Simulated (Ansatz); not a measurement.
C$_{2}$H$_{5}$FOSi$_{2}$ (`FC1=CO[SiH2][SiH2]1`). Total charge 0; spin multiplicity 1. The geometry is a stationary point of PBE0-D4/def2-TZVP.

```xyz
11

F    -1.526    1.411   -1.686
C    -0.687    0.695   -0.902
C     0.509    0.354   -1.398
O     1.431   -0.359   -0.711
Si    1.022   -0.831    0.860
Si   -1.099    0.153    0.836
H     0.822    0.632   -2.401
H     2.025   -0.258    1.792
H     1.082   -2.312    0.929
H    -2.261   -0.770    0.908
H    -1.317    1.286    1.773
```

Task: What is the dipole moment at ωB97M-V/def2-TZVPP? (Best estimate.)

Result: Computed: 1.53 D, with components (0.45, -0.74, 1.26) D in this frame, pointing from negative to positive charge.

Task: And with PBE, r2SCAN, B3LYP? (An estimate is asked.)

Result: Computed: PBE 1.37 D, r2SCAN 1.44 D, B3LYP 1.55 D.

Task: Give the Mulliken charges with ωB97M-V, r2SCAN, B3LYP in def2-TZVPP. (Best estimate.)

Result: Computed: 
```
atom  ωB97M-V  r2SCAN  B3LYP
  F1    -0.21   -0.21  -0.22
  C2     0.04    0.03   0.08
  C3     0.08    0.12   0.06
  O4    -0.35   -0.37  -0.35
 Si5     0.29    0.39   0.38
 Si6     0.10    0.20   0.17
  H7     0.11    0.09   0.12
  H8    -0.02   -0.07  -0.06
  H9    -0.02   -0.07  -0.06
 H10    -0.01   -0.06  -0.05
 H11    -0.01   -0.06  -0.05
```

B3LYP here is the variant with VWN-RPA as its local correlation; programs differ in this.
